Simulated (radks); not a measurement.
Excited configurations of the argon ion Ar2+: one electron is placed in a higher orbital outside [Ne] 3s2 3p3. The ground configuration is [Ne] 3s2 3p4. All-electron calculation, scalar-relativistic Kohn-Sham, PBE, spin-polarised, spherical densities, finite nucleus; open shells are filled with parallel spins first; Fermi nuclear charge, rms radius 3.4274 fm. Program: a radial shooting solver on a logarithmic mesh with Libxc functionals. Excitation = E - E(ground); binding = E(ion) - E, where the ion is the core of charge +3; n* = 3/sqrt(2 binding) in atomic units, and the quantum defect is n - n*.

| outer orbital | excitation (eV) | binding (eV) | n* | quantum defect | eigenvalue (eV) | <r> (bohr) |
|---|---|---|---|---|---|---|
| 3d | 17.457 | 23.037 | 2.306 | 0.694 | -17.253 | 1.866 |
| 4s | 21.177 | 19.317 | 2.518 | 1.482 | -16.351 | 3.313 |
| 4d | 29.642 | 10.851 | 3.359 | 0.641 | -9.009 | 4.881 |
| 5p | 31.726 | 8.768 | 3.737 | 1.263 | -7.514 | 6.985 |
| 5f | 35.031 | 5.463 | 4.735 | 0.265 | -4.534 | 9.550 |
| 6s | 34.209 | 6.285 | 4.414 | 1.586 | -5.484 | 10.12 |
| 7s | 36.223 | 4.271 | 5.354 | 1.646 | -3.753 | 14.93 |
| 7p | 36.614 | 3.880 | 5.618 | 1.382 | -3.402 | 16.16 |
| 7d | 37.238 | 3.256 | 6.133 | 0.867 | -2.843 | 18.72 |
| 7f | 37.627 | 2.867 | 6.536 | 0.464 | -2.486 | 20.36 |

The Delta-SCF ionisation energy is 40.494 eV (NIST Atomic Spectra Database: 40.74 eV, semi-empirical). Self-interaction in the functional shifts the binding energies and quantum defects, so they are the method's values and not measured ones. Open shells are spherical and high-spin; term and fine-structure splittings are not resolved.
